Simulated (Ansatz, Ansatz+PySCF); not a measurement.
```xyz
2

C     0.0000    0.0000   -0.9421
C     0.0000    0.0000    0.9421
```

Basis set: cc-pVDZ (spherical functions). Frozen core: 2 orbitals. Charge 0, multiplicity 1.

Computed with Ansatz (development build ahead of 0.2.0); each method stands on the lowest determinant of its kind that the runs found. Restricted open shells among the atoms or ions are ROHF, correlated in semicanonical orbitals with singles. Restricted functionals stand beside restricted open-shell atoms, which can lie above the unrestricted atoms usual in DFT and then raise those values.

The atomization energy at this shape (free ground-state atoms in the same class of orbitals less the molecule, no zero-point energy) of singlet C2:

```
               method  atomization energy
 ωB97X (unrestricted)        225.8 kJ/mol
r²SCAN (unrestricted)        283.1 kJ/mol
  r²SCAN (restricted)        196.0 kJ/mol
   PBE (unrestricted)        351.5 kJ/mol
  PBE0 (unrestricted)        265.0 kJ/mol
     PBE (restricted)        276.8 kJ/mol
    PBE0 (restricted)        192.3 kJ/mol
          RHF-CCSD(T)        204.9 kJ/mol
              RHF-MP2        189.1 kJ/mol
              UHF-MP2        130.6 kJ/mol
                  UHF         67.5 kJ/mol
                  RHF       -141.9 kJ/mol
          UHF-CCSD(T)        200.4 kJ/mol
             RHF-CCSD        164.0 kJ/mol
```

(1) What does ωB97X (restricted) give?

Results:

(1) 173.4 kJ/mol. Caution for ωB97X (unrestricted), PBE0 (unrestricted), UHF-MP2, UHF, UHF-CCSD(T): the determinant breaks the point group; the unrestricted determinant is a mixture of spin states. Caution for r²SCAN (unrestricted), PBE (unrestricted): the unrestricted determinant is spin contaminated. Caution for ωB97X (restricted), r²SCAN (restricted), PBE (restricted), PBE0 (restricted), RHF-CCSD(T), RHF-MP2, RHF, RHF-CCSD: an unrestricted determinant lies well below. Caution for RHF-CCSD(T), RHF-MP2, RHF-CCSD: large amplitudes, a single reference is doubtful. Caution for RHF-CCSD(T): the program doubts this total. Caution for UHF-MP2: another reference gives a lower total. Caution for UHF-MP2, UHF-CCSD(T): bonds are stretched, where a single reference can fail. Caution for RHF: the molecule lies well above its atoms at this level.
